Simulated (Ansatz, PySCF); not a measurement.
This Ansatz (a quantum-chemistry and plane-wave program) input computes a PBE/def2-TZVPD energy:

Ansatz 0.2 input:
```yaml
crystal:
  periodic: [false, false, false]
  atoms:
    - {symbol: O, position_ang: [0.84597041, -0.68243539, -0.03783429]}
    - {symbol: N, position_ang: [0.21645173, 0.40634314, -0.02885563]}
    - {symbol: O, position_ang: [-1.03536567, 0.32688515, 0.06308297]}
basis:
  gaussian:
    orbitals: def2-TZVPD
hamiltonian:
  xc: {name: PBE}
total_charge: -1
output: {forces: true}
```

Question: Write an input for the same energy in PySCF and say what it gives.

Answer: 
```python
from pyscf import gto, scf, dft

mol = gto.M(
    atom='''
    O     0.84597041   -0.68243539   -0.03783429
    N     0.21645173    0.40634314   -0.02885563
    O    -1.03536567    0.32688515    0.06308297
    ''',
    basis='def2-tzvpd',
    charge=-1,
    spin=0,
    verbose=4,
)

mf = dft.RKS(mol, xc='pbe').density_fit(auxbasis='def2-universal-jkfit')
mf.grids.level = 3
mf.conv_tol = 1e-9
mf.max_cycle = 100
mf.max_memory = 1500
mf.kernel()
if not mf.converged:
    mf = mf.newton()
    mf.kernel(mf.make_rdm1())
mf.analyze()
```
It gives -205.05506 Eh, and Ansatz -205.05501 Eh, a difference of 0.05 mEh, from the treatment of integrals and grids.

It need not be the lowest isomer of its formula. Whether it binds its extra electron was not tested at this geometry.
